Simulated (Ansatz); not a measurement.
Relaxation of C$_{2}$H$_{3}$NSi (7 atoms, charge 0, multiplicity 1), to a largest force component of 0.02 eV/Å in at most 50 steps.

The calculation used Ansatz 0.2.0, RKS B3LYP-D4/def2-SVP.

```xyz
7
Properties=species:S:1:pos:R:3
C -2.324 0.289 -1.236
Si -0.885 -0.193 -0.444
N 0.561 -0.469 0.337
C 1.576 0.131 0.805
H -3.007 -0.514 -1.515
H 2.359 -0.457 1.273
H 1.721 1.212 0.781
```

Q: Where does it end, and by what steps?

A: It converged. The force dipped under the threshold on the way, but the program's further checks kept it going. After 31 steps the energy has fallen by 0.453 eV; C1 moved furthest, 0.74 Å.

```json
{"step": "0", "energy less start (eV)": "0.0000", "largest force component (eV/Å)": "1.847", "accepted": "yes"}
{"step": "2", "energy less start (eV)": "-0.1455", "largest force component (eV/Å)": "1.156", "accepted": "yes"}
{"step": "4", "energy less start (eV)": "-0.2839", "largest force component (eV/Å)": "0.519", "accepted": "yes"}
{"step": "6", "energy less start (eV)": "-0.3025", "largest force component (eV/Å)": "0.150", "accepted": "yes"}
{"step": "8", "energy less start (eV)": "-0.3148", "largest force component (eV/Å)": "0.335", "accepted": "yes"}
{"step": "10", "energy less start (eV)": "-0.3341", "largest force component (eV/Å)": "0.499", "accepted": "yes"}
{"step": "12", "energy less start (eV)": "-0.3469", "largest force component (eV/Å)": "0.552", "accepted": "yes"}
{"step": "14", "energy less start (eV)": "-0.3758", "largest force component (eV/Å)": "0.160", "accepted": "yes"}
{"step": "16", "energy less start (eV)": "-0.3913", "largest force component (eV/Å)": "0.123", "accepted": "yes"}
{"step": "18", "energy less start (eV)": "-0.3861", "largest force component (eV/Å)": "0.718", "accepted": "no"}
{"step": "20", "energy less start (eV)": "-0.4180", "largest force component (eV/Å)": "0.163", "accepted": "yes"}
{"step": "22", "energy less start (eV)": "-0.4401", "largest force component (eV/Å)": "0.181", "accepted": "yes"}
{"step": "24", "energy less start (eV)": "-0.4490", "largest force component (eV/Å)": "0.074", "accepted": "yes"}
{"step": "26", "energy less start (eV)": "-0.4518", "largest force component (eV/Å)": "0.112", "accepted": "yes"}
{"step": "28", "energy less start (eV)": "-0.4526", "largest force component (eV/Å)": "0.057", "accepted": "yes"}
{"step": "30", "energy less start (eV)": "-0.4532", "largest force component (eV/Å)": "0.057", "accepted": "yes"}
{"step": "31", "energy less start (eV)": "-0.4533", "largest force component (eV/Å)": "0.004", "accepted": "yes"}
```

```xyz
7
Properties=species:S:1:pos:R:3
C -2.118 -0.417 -1.296
Si -0.938 0.189 -0.303
N 0.661 -0.370 0.069
C 1.553 0.125 0.823
H -3.133 -0.190 -1.627
H 2.522 -0.397 0.926
H 1.454 1.060 1.408
```

Whether the end is a true minimum wasn't checked by a vibrational analysis.

The run took 47 s on 1 thread of Intel(R) Xeon(R) 6975P-C (Granite Rapids) (shared host), peak memory 0.15 GiB.
